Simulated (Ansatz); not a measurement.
Reactions of CH₅ClFNSn, SMILES `C[NH][SnH]([F])[Cl]`.

Gas-phase electronic energies from Ansatz, PBE0-D4/def2-TZVP geometries. CCSD(T)/CBS adds triple-zeta CCSD(T) − MP2 to the extrapolated MP2 energy (def2 sets, frozen cores). This one scheme is used for every species. Elements past krypton have def2 core potentials. For Br, Ge, In, Se, Sn outer-core shells are correlated without core-valence functions, which leaves a few kJ/mol of doubt a bond. Scalar relativity is left out up to krypton. One conformer a species, not always the lowest.

Order these by ΔE at CCSD(T)/CBS, lowest first. (Best estimate.)
A. `C[NH][SnH]([F])[Cl]` + `[GeH3][SeH]` → `C[Se][GeH3]` + `[NH2][SnH]([F])[Cl]`
B. `C[NH][SnH]([F])[Cl]` + `C[S][In]([F])[F]` → `C[S][SnH]([F])[Cl]` + `C[NH][In]([F])[F]`
C. `C[NH][SnH]([F])[Cl]` + `N=CO` → `C/N=C/O` + `[NH2][SnH]([F])[Cl]`
D. `C[NH][SnH]([F])[Cl]` + HBr → `[F][SnH]([Cl])[Br]` + CH₃NH₂

D (-21.6 kcal/mol), A (-8.7 kcal/mol), C (-3.9 kcal/mol), B (+4.2 kcal/mol).

Largest T1 diagnostic: 0.016, for `C[NH][In]([F])[F]`.
